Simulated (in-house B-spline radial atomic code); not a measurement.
A fraction x of an electron is removed from 3p in the calcium ion Ca³⁺, starting from [Ne] 3s2 3p5 and keeping the highest spin. Level of theory: scalar-relativistic (X2C) LC-wPBE, spin-polarised, spherical fractional occupations, Fermi nucleus of rms radius 3.4776 fm; calculated with a B-spline radial code for spherical atoms.

Caution: exact exchange at fractional occupations of open shells leaves self-interaction of up to several eV.

```tsv
x	E(x) - E(0) (eV)	3p down level (eV)
0	0.0000	-60.843
0.07	4.2907	-61.747
0.21	13.0626	-63.565
0.26	16.2573	-64.217
0.5	32.0465	-67.369
0.55	35.4316	-68.029
0.65	42.3009	-69.354
0.85	56.4382	-72.020
0.88	58.6048	-72.421
1	67.3919	-74.030
```

The exact functional would give a straight line between the two integer points. Deviations E(x) - E(0) - x[E(1) - E(0)], in eV: -0.427 at x = 0.07, -1.09 at x = 0.21, -1.265 at x = 0.26, -1.649 at x = 0.5, -1.634 at x = 0.55, -1.504 at x = 0.65, -0.845 at x = 0.85, -0.7 at x = 0.88.

The curve lies below the straight line by up to 1.649 eV (at x = 0.5): convex, the delocalisation error, to which spherically averaged exact exchange adds.

How well does Slater's transition state (minus the level at half occupation) give the ionisation energy?

It gives 67.369 eV against 67.392 eV from the two total energies; NIST lists 67.27 eV, ground level to ground level. The end point has an open shell averaged over its orbitals, so its exact exchange keeps a self-interaction and this is no true integer point.
